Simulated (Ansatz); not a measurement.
C2H3BCl2O at its PBE0-D4/def2-TZVP geometry, where that method's forces vanish. The species carries charge 0 and has multiplicity 1. The bonds changed during the relaxation, so this is another structure than the one it started from.

```tsv
atom	x (Å)	y (Å)	z (Å)
Cl1	-1.428	-1.300	-1.998
C2	-0.479	-0.556	-0.830
Cl3	-1.779	1.206	1.107
B4	-0.517	-0.035	0.686
C5	0.976	0.448	0.191
O6	0.728	-0.281	-1.124
H7	-0.492	-0.996	1.418
H8	1.878	0.019	0.623
H9	1.112	1.495	-0.073
```

Problem. For each bond, give half the difference of the two atoms' forces along it (eV/Å; positive pushes the atoms apart) under PBE-D4, r2SCAN-D4, B3LYP-D4, ωB97M-V in def2-TZVPP. (Estimate.)

Solution. Ansatz gave: 
| bond | length (Å) | PBE-D4 | r2SCAN-D4 | B3LYP-D4 | ωB97M-V |
| --- | --- | --- | --- | --- | --- |
| Cl1–C2 | 1.678 | 0.21 | 0.16 | 0.16 | 0.01 |
| C2–B4 | 1.604 | -0.34 | -0.19 | -0.03 | 0.17 |
| C2–O6 | 1.272 | 1.10 | 0.56 | 0.18 | -0.07 |
| Cl3–B4 | 1.819 | 0.09 | 0.09 | 0.23 | 0.12 |
| B4–C5 | 1.646 | -0.03 | 0.06 | 0.14 | 0.14 |
| B4–H7 | 1.209 | 0.12 | -0.03 | -0.19 | -0.25 |
| C5–O6 | 1.524 | 0.30 | 0.36 | 0.37 | 0.27 |
| C5–H8 | 1.088 | 0.09 | -0.08 | -0.17 | -0.15 |
| C5–H9 | 1.088 | 0.11 | -0.07 | -0.15 | -0.14 |

B3LYP here is the variant with VWN-RPA as its local correlation; programs differ in this.
